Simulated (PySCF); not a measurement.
## Worked example: dipole moment from atomic charges

Ga(H)2(SMe) (CH5GaS), SMILES [GaH2][S]C. Atoms are numbered in the order given.

```xyz
8

Ga     0.1176     1.0209     0.0000
H     -0.8903     2.2097     0.0000
H      1.6777     1.1180     0.0000
S     -0.7425    -0.9823     0.0000
C      0.7289    -2.0627     0.0000
H      0.7063    -2.7016    -0.8940
H      0.7063    -2.7016     0.8940
H      1.6612    -1.4809     0.0000
```

Coordinates come from a ωB97X-D3(BJ)/def2-SVP optimisation.

Charges (e) from ωB97X/def2-TZVPD (PySCF):

```
atom  ESP fit     IAO
----  -------  ------
Ga1     0.512   0.453
H2     -0.155  -0.131
H3     -0.154  -0.146
S4     -0.310  -0.159
C5     -0.233  -0.483
H6      0.129   0.159
H7      0.129   0.159
H8      0.082   0.148
```

The dipole moment of the full density is 1.47 D.

What dipole moment does each set of point charges give, and which comes closer to that of the density?


μ = Σ q r, and 1 e Å = 4.8032 D.
ESP fit: Σ q r = (0.319, -0.025, 0.000) e Å, |μ| = 1.54 D.
IAO: Σ q r = (0.161, 0.084, 0.000) e Å, |μ| = 0.87 D.
ESP fit comes closer in size. Point charges leave out the atoms' own dipoles (lone pairs, polarised bonds); fits to the potential absorb them, partitions of the density don't.
